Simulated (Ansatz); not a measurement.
Cartesian coordinates in Å:
```
C -0.819 -0.209 -0.134
O -0.178 0.745 0.690
Sb 1.657 1.304 0.408
F 2.359 -0.454 0.072
H -0.980 0.179 -1.147
H -0.247 -1.138 -0.201
H -1.792 -0.427 0.312
```

Total charge 0; spin multiplicity 2. Sb: def2 effective core potential.

(1) List the PBE/def2-TZVPP orbital energies in eV (Ansatz). (Estimate.)

## Answers

(1) The calculation gave: α occupied: -659.10, -510.57, -270.11, -150.51, -103.45, -103.34, -103.32, -33.99, -33.80, -33.74, -33.69, -33.65, -28.09, -25.00, -16.88, -14.01, -11.25, -10.96, -10.90, -9.41, -9.31, -8.91, -7.30, -6.97, -4.59. α empty: -2.14, -1.35, 1.15, 1.99, 2.35, 2.77, 2.82, 3.08. β occupied: -659.06, -510.52, -270.11, -150.47, -103.43, -103.32, -103.22, -33.97, -33.75, -33.62, -33.57, -33.53, -28.00, -24.91, -16.82, -13.70, -11.18, -10.92, -10.82, -9.23, -9.17, -8.71, -7.19, -6.79. β empty: -3.43, -1.85, -1.01, 1.20, 2.11, 2.55, 2.85, 3.20. ⟨S²⟩ = 0.752.
